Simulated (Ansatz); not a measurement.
Question: Name a neutral molecule of B, C, F, O, S, Si and H with HOMO energy (B3LYP/def2-TZVPP) between -7.70 and -7.40 eV and HOMO–LUMO gap (ωB97M-V/def2-TZVPP) between 10.95 and 11.25 eV (Ansatz, PBE0-D4/def2-TZVP geometry).

Answer: `BO[Si](C)(F)S` (-7.61 eV, 11.13 eV). Other molecules can fit too; these were computed, each in one conformer that needn't be the lowest.

B3LYP here is the variant with VWN-RPA as its local correlation; programs differ in this.
